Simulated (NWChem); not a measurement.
System: C2H5FOSi; SMILES F[SiH]1COC1

Input file for NWChem:

```
start job
memory heap 200 mb stack 900 mb global 1100 mb
geometry units angstroms noautosym nocenter noautoz
  F     -0.415538     2.016675     0.000000
  Si     0.411696     0.616424     0.000000
  C     -0.083785    -0.805010     1.134728
  O      0.108766    -1.668197     0.000000
  C     -0.083785    -0.805010    -1.134728
  H      1.856678     0.977937     0.000000
  H      0.560637    -1.116626     1.971059
  H     -1.135780    -0.801227     1.479867
  H     -1.135780    -0.801227    -1.479867
  H      0.560637    -1.116626    -1.971059
end
basis spherical
  * library def2-svp
end
dft
  xc pbe0
  iterations 150
end
cosmo
  do_cosmo_smd true
  solvent water
end
task dft energy
```

Excerpt of the output:

```
             Northwest Computational Chemistry Package (NWChem) 7.3.0
             --------------------------------------------------------

                             Geometry "geometry" -> ""
                             -------------------------

 Output coordinates in angstroms (scale by  1.889725989 to convert to a.u.)

  No.       Tag          Charge          X              Y              Z
 ---- ---------------- ---------- -------------- -------------- --------------
    1 F                    9.0000    -0.41553800     2.01667500     0.00000000
    2 Si                  14.0000     0.41169600     0.61642400     0.00000000
    3 C                    6.0000    -0.08378500    -0.80501000     1.13472800
    4 O                    8.0000     0.10876600    -1.66819700     0.00000000
    5 C                    6.0000    -0.08378500    -0.80501000    -1.13472800
    6 H                    1.0000     1.85667800     0.97793700     0.00000000
    7 H                    1.0000     0.56063700    -1.11662600     1.97105900
    8 H                    1.0000    -1.13578000    -0.80122700     1.47986700
    9 H                    1.0000    -1.13578000    -0.80122700    -1.47986700
   10 H                    1.0000     0.56063700    -1.11662600    -1.97105900

 Effective nuclear repulsion energy (a.u.)     239.3160664624

                                 NWChem DFT Module
                                 -----------------

 Summary of "ao basis" -> "ao basis" (spherical)
 ------------------------------------------------------------------------------
       Tag                 Description            Shells   Functions and Types
 ---------------- ------------------------------  ------  ---------------------
 F                          def2-svp                 6       14   3s2p1d
 Si                         def2-svp                 8       18   4s3p1d
 C                          def2-svp                 6       14   3s2p1d
 O                          def2-svp                 6       14   3s2p1d
 H                          def2-svp                 3        5   2s1p

 in cosmo_initialize ...
 calling solv_data for solv:h2o

 solvent parameters
 solvname_short: h2o
 solvname_long:  water
 dielec:       78.4000
 dielecinf:     1.7769
 aqueous SMD model solvent descriptors
 dielec:       78.4000
 sola:          0.8200

          ---------------
          -cosmo- solvent
          ---------------
 Cosmo: York-Karplus, doi: 10.1021/jp992097l
 dielectric constant -eps-     =  78.40
 screen = (eps-1)/(eps    )    =   0.98724
 surface charge correction     = lagrangian

   van der Waals surface
 --------------------------

 ---------- ATOMIC COORDINATES (A.U.) ------------ VDWR(ANG.) --
     1   -0.78525296    3.81096316    0.00000000     1.730
     2    0.77799263    1.16487245    0.00000000     2.470
     3   -0.15833069   -1.52124832    2.14432499     1.850
     4    0.20553794   -3.15243522    0.00000000     1.520
     5   -0.15833069   -1.52124832   -2.14432499     1.850
     6    3.50861267    1.84803296    0.00000000     1.200
     7    1.05945031   -2.11011717    3.72476142     1.200
     8   -2.14631298   -1.51409948    2.79654313     1.200
     9   -2.14631298   -1.51409948   -2.79654313     1.200
    10    1.05945031   -2.11011717   -3.72476142     1.200
 number of segments per atom =        128
 number of   points per atom =        128
 atom (   nspa,  nppa )
 ----------------------
    1 (     66,     0 )       0
    2 (     74,     0 )       0
    3 (     39,     0 )       0
    4 (     46,     0 )       0
    5 (     39,     0 )       0
    6 (     32,     0 )       0
    7 (     56,     0 )       0
    8 (     53,     0 )       0
    9 (     53,     0 )       0
   10 (     56,     0 )       0
 number of -cosmo- surface points =      514
 molecular surface =    114.623 angstrom**2
 molecular volume  =    102.415 angstrom**3
 -lineq- algorithm             =   0
 -bem- low  level              =   3
 -bem- from -octahedral-
 gaussian surface charge width =   4.50000
 degree of switching           =   1.00000
 switching function tolerance  =   0.00010
 atomic radii =
 --------------
    1  9.000  1.730
    2 14.000  2.470
    3  6.000  1.850
    4  8.000  1.520
    5  6.000  1.850
    6  1.000  1.200
    7  1.000  1.200
    8  1.000  1.200
    9  1.000  1.200
   10  1.000  1.200
 ...... end of -cosmo- initialization ......

 nat:                    10
 ixmem:                  5529
 calling mnsol_interface()
 G(SMD-CDS) energy (kcal/mol)  =     3.458
 SMD-CDS SASA (angstrom**2)    =   139.300

            General Information
            -------------------
          SCF calculation type: DFT
          Wavefunction type:  closed shell.
          No. of atoms     :    10
          No. of electrons :    48
           Alpha electrons :    24
            Beta electrons :    24
          Charge           :     0
          Spin multiplicity:     1
          Use of symmetry is: off; symmetry adaption is: off
          Maximum number of iterations: 150
          AO basis - number of functions:    99
                     number of shells:    47
          Convergence on energy requested:  1.00D-06
          Convergence on density requested:  1.00D-05
          Convergence on gradient requested:  5.00D-04

              XC Information
              --------------
                         PBE0 Method XC Functional
                     Hartree-Fock (Exact) Exchange  0.250
          PerdewBurkeErnzerhof Exchange Functional  0.750
            Perdew 1991 LDA Correlation Functional  1.000 local
           PerdewBurkeErnz. Correlation Functional  1.000 non-local

             Grid Information
             ----------------
          Grid used for XC integration:  medium
          Radial quadrature: Mura-Knowles
          Angular quadrature: Lebedev.
          Tag              B.-S. Rad. Rad. Pts. Rad. Cut. Ang. Pts.
          ---              ---------- --------- --------- ---------
          F                   0.50       49          10.0       434
          Si                  1.10       88           8.0       590
          C                   0.70       49          10.0       434
          O                   0.60       49           9.0       434
          H                   0.35       45          11.0       434
          Grid pruning is: on
          Number of quadrature shells:   509
          Spatial weights used:  Erf1

      Superposition of Atomic Density Guess
      -------------------------------------

 Sum of atomic energies:        -540.46822567

      Non-variational initial energy
      ------------------------------

 Total energy =    -542.663538
 1-e energy   =   -1221.956589
 2-e energy   =     439.976984
 HOMO         =      -0.304117
 LUMO         =       0.065479

   convergence    iter        energy       DeltaE   RMS-Dens  Diis-err
 ---------------- ----- ----------------- --------- --------- ---------
     COSMO gas phase
 d= 0,ls=0.0,diis     1   -543.0344021085 -7.82D+02  1.36D-02  6.68D-01
 d= 0,ls=0.0,diis     2   -543.0029744405  3.14D-02  7.29D-03  1.21D+00
 d= 0,ls=0.0,diis     3   -543.1110356380 -1.08D-01  1.08D-03  1.97D-02
 d= 0,ls=0.0,diis     4   -543.1125605991 -1.52D-03  3.48D-04  1.26D-03
 d= 0,ls=0.0,diis     5   -543.1126863616 -1.26D-04  1.10D-04  1.71D-04
  Resetting Diis
 d= 0,ls=0.0,diis     6   -543.1127029951 -1.66D-05  3.40D-05  1.97D-05
 d= 0,ls=0.0,diis     7   -543.1127048997 -1.90D-06  1.03D-05  5.57D-07
 d= 0,ls=0.0,diis     8   -543.1127048724  2.73D-08  5.43D-06  8.73D-07

   convergence    iter        energy       DeltaE   RMS-Dens  Diis-err
 ---------------- ----- ----------------- --------- --------- ---------
     COSMO solvation phase
 d= 0,ls=0.0,diis     1   -543.1145698600 -1.86D-03  1.53D-03  4.12D-03
 d= 0,ls=0.0,diis     2   -543.1153264681 -7.57D-04  4.11D-04  3.31D-03
 d= 0,ls=0.0,diis     3   -543.1155949645 -2.68D-04  1.50D-04  4.17D-04
 d= 0,ls=0.0,diis     4   -543.1156344206 -3.95D-05  3.50D-05  1.89D-05
 d= 0,ls=0.0,diis     5   -543.1156361529 -1.73D-06  1.20D-05  2.91D-06
 d= 0,ls=0.0,diis     6   -543.1156364779 -3.25D-07  2.54D-06  5.97D-08

         Total DFT energy =     -543.115636477861
      One electron energy =    -1225.703371330357
           Coulomb energy =      495.482108013846
    Exchange-Corr. energy =      -52.348466907154
 Nuclear repulsion energy =      239.316066462447

             COSMO energy =        0.138027283357

 Numeric. integr. density =       48.000004779775

                                COSMO-SMD solvation results
                                ---------------------------

             internal energy in gas <Psi(g)|H|Psi(g)> =      -543.112704872432
         internal energy in solvent <Psi(s)|H|Psi(s)> =      -543.111443685643
                               delta internal energy  =         0.001261186789 (    0.79 kcal/mol)
   total free energy in solvent <Psi(s)|H+V/2|Psi(s)> =      -543.121147878115
 polarization energy contribution <Psi(s)|V/2|Psi(s)> =        -0.009704192471 (   -6.09 kcal/mol)
    total free energy in solvent including G(SMD-CDS) =      -543.115636477861
                       G(SMD-CDS) energy contribution =         0.005511400253 (    3.46 kcal/mol)
     1 M fixed-concentration free energy of solvation =        -0.002931605429 (   -1.84 kcal/mol)

                       DFT Final Molecular Orbital Analysis
                       ------------------------------------

 Vector   22  Occ=2.000000D+00  E=-3.216246D-01
              MO Center=  2.1D-01, -8.5D-01, -1.1D-08, r^2= 2.8D+00
   Bfn.  Coefficient  Atom+Function         Bfn.  Coefficient  Atom+Function
  ----- ------------  ---------------      ----- ------------  ---------------
    50      0.326332   4 O  px               51     -0.312769   4 O  py
    53      0.250856   4 O  px               54     -0.251610   4 O  py
    37      0.213618   3 C  py               65      0.213618   5 C  py
    75     -0.166834   6 H  s                22     -0.132770   2 Si px
    80     -0.125065   7 H  s                95     -0.125065  10 H  s

 Vector   23  Occ=2.000000D+00  E=-3.179928D-01
              MO Center=  5.8D-02, -3.5D-01,  1.7D-08, r^2= 2.7D+00
   Bfn.  Coefficient  Atom+Function         Bfn.  Coefficient  Atom+Function
  ----- ------------  ---------------      ----- ------------  ---------------
    24      0.263143   2 Si pz               37      0.262458   3 C  py
    65     -0.262458   5 C  py               38     -0.218876   3 C  pz
    66     -0.218876   5 C  pz               35      0.183892   3 C  s
    63     -0.183892   5 C  s                40      0.170699   3 C  py
    68     -0.170699   5 C  py                6      0.158994   1 F  pz

 Vector   24  Occ=2.000000D+00  E=-2.689760D-01
              MO Center=  9.9D-03, -1.0D+00, -1.9D-09, r^2= 2.5D+00
   Bfn.  Coefficient  Atom+Function         Bfn.  Coefficient  Atom+Function
  ----- ------------  ---------------      ----- ------------  ---------------
    50      0.439831   4 O  px               53      0.353518   4 O  px
    51      0.245951   4 O  py               54      0.217308   4 O  py
    85      0.194803   8 H  s                90      0.194803   9 H  s
    17     -0.180862   2 Si s                36     -0.149630   3 C  px
    64     -0.149630   5 C  px               75      0.140938   6 H  s

 Vector   25  Occ=0.000000D+00  E= 3.788078D-02
              MO Center=  3.5D-01,  5.4D-01, -1.2D-09, r^2= 3.6D+00
   Bfn.  Coefficient  Atom+Function         Bfn.  Coefficient  Atom+Function
  ----- ------------  ---------------      ----- ------------  ---------------
    26      0.927742   2 Si py                3     -0.476410   1 F  s
    49      0.385860   4 O  s                25     -0.338340   2 Si px
    18      0.230160   2 Si s                23      0.229750   2 Si py
    54      0.204950   4 O  py               40      0.195155   3 C  py
    68      0.195155   5 C  py               86     -0.186446   8 H  s

 Vector   26  Occ=0.000000D+00  E= 5.003924D-02
              MO Center=  5.0D-01,  6.5D-01,  1.4D-08, r^2= 3.8D+00
   Bfn.  Coefficient  Atom+Function         Bfn.  Coefficient  Atom+Function
  ----- ------------  ---------------      ----- ------------  ---------------
    27      1.164945   2 Si pz               35     -0.971063   3 C  s
    63      0.971063   5 C  s                40     -0.267577   3 C  py
    68      0.267577   5 C  py               24      0.254018   2 Si pz
    81      0.243670   7 H  s                96     -0.243670  10 H  s
    86      0.236469   8 H  s                91     -0.236469   9 H  s

 Vector   27  Occ=0.000000D+00  E= 7.625944D-02
              MO Center= -1.4D-01, -6.4D-01, -2.0D-08, r^2= 4.9D+00
   Bfn.  Coefficient  Atom+Function         Bfn.  Coefficient  Atom+Function
  ----- ------------  ---------------      ----- ------------  ---------------
    35      0.912377   3 C  s                63      0.912377   5 C  s
    81     -0.751463   7 H  s                96     -0.751463  10 H  s
    25      0.624112   2 Si px               49      0.610396   4 O  s
    18     -0.488376   2 Si s                41      0.471282   3 C  pz
    69     -0.471282   5 C  pz               86     -0.362790   8 H  s

     Multipole analysis of the density
     ---------------------------------

     L   x y z        total         alpha         beta         nuclear
     -   - - -        -----         -----         ----         -------
     0   0 0 0     -0.000000    -24.000000    -24.000000     48.000000

     1   1 0 0      0.106975     -2.398434     -2.398434      4.903843
     1   0 1 0      0.174842     -0.778590     -0.778590      1.732021
     1   0 0 1     -0.000000     -0.000000     -0.000000     -0.000000

     2   2 0 0    -26.244270    -32.337513    -32.337513     38.430757
     2   1 1 0      1.358990      4.692661      4.692661     -8.026331
     2   1 0 1      0.000000      0.000000      0.000000      0.000000
     2   0 2 0    -33.299264   -153.592882   -153.592882    273.886501
     2   0 1 1     -0.000000     -0.000000     -0.000000     -0.000000
     2   0 0 2    -23.246111    -60.906335    -60.906335     98.566558
```

Level: PBE0/def2-SVP, SMD on the gas-phase geometry. Geometry: optimised at PBE0/def2-SVP. Solvent: water.
